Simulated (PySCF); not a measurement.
SMILES [Cl][Pd-2]([Cl])([Cl])[Cl] (Cl4Pd (anion, charge -2)) (PBE0/def2-SVP optimised geometry):

```
5

Pd     0.000     0.000     0.000
Cl     0.000     2.364     0.000
Cl    -2.364     0.000    -0.003
Cl     0.000    -2.364     0.001
Cl     2.364     0.000     0.000
```

Method: PBE0/def2-TZVPD, def2 effective core potentials past Kr run with PySCF 2.14.0.

What are the frontier orbital energies?

HOMO-2 0.83 eV, HOMO-1 1.09 eV, HOMO 1.09 eV, LUMO 5.15 eV, LUMO+1 6.16 eV.
